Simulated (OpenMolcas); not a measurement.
**W2+ in a point-charge field**

W2+ among 6 point charges of -1.7 e arranged as a tetragonal octahedron (D4h), 2.28 Å from the ion, with the axial distance 2.576 Å. The active orbitals were held to one l.
```
   2.2800    0.0000    0.0000  -1.70
   0.0000    2.2800    0.0000  -1.70
  -2.2800    0.0000    0.0000  -1.70
   0.0000   -2.2800    0.0000  -1.70
   0.0000    0.0000    2.5764  -1.70
   0.0000    0.0000   -2.5764  -1.70
```

```json
{
 "Program": "OpenMolcas",
 "Method": "CASSCF",
 "Basis": "ANO-RCC-VTZP [8s7p5d3f2g1h]",
 "Scalar Hamiltonian": "DKH2, point nucleus",
 "Active space": "4 electrons in 5 orbitals (5d)",
 "State averaging": "2S+1 = 5 even, 5 roots; 2S+1 = 3 even, 45 roots; 2S+1 = 1 even, 50 roots",
 "Spin-orbit coupling": "RASSI with atomic mean-field integrals over the reference wave functions"
}
```

The lowest spin-free states (labels of D4, the rotations of D4h), above the lowest:

```tsv
State	Degeneracy	E (cm-1)	Free-ion L (%)
5B1	1	0.0	D (100)
5A1	1	6810	D (100)
3E	2	8956	H (43)
5B2	1	10212	D (100)
3A2	1	11778	H (56)
5E	2	13683	D (100)
3B1	1	14940	H (73)
1A1	1	15519	I (61)
3A2	1	15544	G (37)
1E	2	16109	G (46)
3A1	1	16335	H (46)
3E	2	16964	F (50)
3E	2	18332	H (49)
3B1	1	18551	F (58)
1B2	1	18794	G (64)
3B2	1	19032	F (59)
1B1	1	19158	I (78)
1A1	1	21390	G (39)
3A1	1	21888	G (51)
1E	2	22945	I (54)
```

The lowest levels with spin-orbit coupling:

| E (cm-1) | Degeneracy | Label | 2S+1 | g |
| --- | --- | --- | --- | --- |
| 0.0 | 1 | A1 | 5 (80 %) |  |
| 485.1 | 1 | A2 | 5 (89 %) |  |
| 1391 | 2 | E | 5 | 0.00 0.00 2.77 |
| 1788 | 1 | B1 | 5 |  |
| 5926 | 1 | A1 | 5 (69 %) |  |
| 6756 | 2 | E | 5 (78 %) | 0.00 0.00 3.31 |
| 8035 | 1 | B2 | 5 (81 %) |  |
| 8149 | 1 | B1 | 5 (84 %) |  |
| 9843 | 1 | A1 | 3 (61 %) |  |
| 10241 | 2 | E | 3 (62 %) | 0.00 0.00 3.42 |
| 10494 | 1 | A2 | 3 (89 %) |  |
| 10856 | 1 | B2 | 3 (49 %) |  |
| 11467 | 1 | A1 | 5 (71 %) |  |
| 11690 | 1 | B2 | 5 (58 %) |  |
| 11698 | 1 | A2 | 5 (84 %) |  |
| 11736 | 1 | B1 | 3 (83 %) |  |
| 11886 | 2 | E | 5 (66 %) | 0.00 0.00 3.48 |
| 12598 | 2 | E | 3 (63 %) | 0.00 0.00 2.03 |
| 13407 | 1 | A1 | 3 (49 %) |  |
| 14020 | 1 | A1 | 3 (64 %) |  |

Powder χT (cm3 K/mol): 0.00726 at 2 K, 0.0363 at 10 K, 0.182 at 50 K, 0.363 at 100 K, 0.696 at 200 K, 0.956 at 300 K. The effective moment at 300 K is 2.828 √(χT) = 2.77 μB.

Without dynamic correlation the repulsion within the d shell is too large (B by tens of per cent), so at a given field states of lower spin stand too high. This shell can be high or low spin here, a state of another spin lies low, and with metal d orbitals alone active their balance is uncertain, so the ground spin may be wrong. Point charges give a weaker field than real ligands, and real ions of this kind are as a rule low spin; the high spin found here belongs to the model. Point charges carry no covalency, so the field is a model and not that of real ligands. No measured value stands beside these numbers.

With an even number of electrons the g values are those of a degenerate or nearly degenerate non-Kramers pair.
